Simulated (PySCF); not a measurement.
# Fine-structure interval of Tm by level of theory

Tm [Xe] 4f13 6s2 [4f5/2^6 4f7/2^7, M_J = 7/2] → Tm [Xe] 4f13 6s2 [4f5/2^5 4f7/2^8, M_J = 5/2], as a difference of total energies. Calculation: PySCF 2.14, in x2c-TZVPall-2c (11s11p10d4f1g, 131 functions); the two-component X2C-1e Hamiltonian. Correlated levels: [Ar] 3d10 frozen; the 18 highest virtual spinors dropped. "Screened" scales the spin-orbit matrix elements by Boettger's factors to mimic the two-electron term; Breit and QED terms are absent.

```tsv
method	fine-structure interval (cm⁻¹)	error (cm⁻¹)
GHF (screened spin-orbit)	9675.2	+904
GMP2 (screened spin-orbit)	9579.5	+808
GHF (bare spin-orbit)	16318	+7547
```

Reference: 8771.2 cm⁻¹ (measured; NIST Handbook of Basic Atomic Spectroscopic Data (Sansonetti and Martin, J. Phys. Chem. Ref. Data 34, 1559 (2005))).
